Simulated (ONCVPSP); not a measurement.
## Before and after: ONCV potential for Sn

| Property | Result |
| --- | --- |
| Element | tin |
| Generator | ONCVPSP 4.0.1 |
| Type | optimised norm-conserving Vanderbilt (ONCV) |
| Functional | LDA (Perdew-Wang 92) |
| Relativity | scalar-relativistic |
| Frozen core | [Ar] 3d10 |
| Valence charge | 22 |
| Reference configuration | 4s2 4p6 4d10 5s1 5p3 |
| Partial waves | 4s+5s: rc 1.15 bohr, ncon 4, nbas 7, qcut 11.6 1/bohr, 2 projectors; 4p+5p: rc 1.60 bohr, ncon 4, nbas 9, qcut 8.3 1/bohr, 2 projectors; 4d: rc 1.55 bohr, ncon 4, nbas 7, qcut 12.3 1/bohr, 2 projectors, debl 2 Ha; f scattering state at 0.35 Ha: rc 1.50 bohr, ncon 3, nbas 6, qcut 8.6 1/bohr, 3 projectors, debl 2.3 Ha |
| Local potential | polynomial inside 0.85 bohr (lpopt 1, dvloc0 -1 Ha) |
| Core correction | polynomial model core, fcfact 0.45 |

All-electron outer shells of the reference configuration (LDA (PZ), scalar-relativistic, ld1.x):

```json
{"shell": "3p", "level (eV)": "-699.92", "outermost node (bohr)": "0.14", "outermost maximum (bohr)": "0.30"}
{"shell": "3d", "level (eV)": "-475.22", "outermost node (bohr)": "–", "outermost maximum (bohr)": "0.25"}
{"shell": "4s", "level (eV)": "-135.18", "outermost node (bohr)": "0.40", "outermost maximum (bohr)": "0.74"}
{"shell": "4p", "level (eV)": "-91.08", "outermost node (bohr)": "0.41", "outermost maximum (bohr)": "0.79"}
{"shell": "4d", "level (eV)": "-27.36", "outermost node (bohr)": "0.39", "outermost maximum (bohr)": "0.88"}
{"shell": "5s", "level (eV)": "-11.69", "outermost node (bohr)": "0.98", "outermost maximum (bohr)": "1.99"}
{"shell": "5p", "level (eV)": "-4.48", "outermost node (bohr)": "1.09", "outermost maximum (bohr)": "2.49"}
```

Change: all radii but the core radius scaled by about 1.13 (s 1.30, p 1.82, d 1.76, f 1.70 bohr); local potential polynomial inside 0.96 bohr (lpopt 1, dvloc0 -1 Ha).

Cutoffs: the cutoffs (Ha) at which the residual kinetic energy of the hardest occupied pseudo-wave falls to 1 and 0.1 mHa per electron; they do not see the model core or the augmentation charge, which bear on the density cutoff. Errors are all-electron minus pseudo energies relative to the spin-unpolarised reference configuration.

Task: What does the change do?

Result: The potential gets softer (48 Ha and 56 Ha → 43 Ha and 51 Ha); the errors of the 4 common tests hardly move; neither file shows a bound ghost. A larger radius leaves more room for a smooth pseudo-wave, so fewer plane waves are needed.

```tsv
quantity	base	changed
cutoff, loose	48 Ha	43 Ha
cutoff, tight	56 Ha	51 Ha
loose cutoff by channel	s 48 Ha, p 24 Ha, d 41 Ha	s 43 Ha, p 23 Ha, d 37 Ha
bound ghosts	none	none
GHOST(+) flags under 300 eV	none	none
error for 4s2 4p6 4d10 5s2 5p2, meV [ΔE -7.08 eV]	+0.1	+0.2
error for 4s2 4p6 4d10 5s2 5p1, meV [ΔE 0.02 eV]	-1.6	-1.4
error for 4s2 4p6 4d10 5s2 5p0, meV [ΔE 14.27 eV]	-5.4	-5.1
error for 4s2 4p5 4d10 5s2 5p2, meV [ΔE 90.32 eV]	-138	-124
rms error of d²Exc/dni dnj with the model core, mHa	0.40	0.36
```
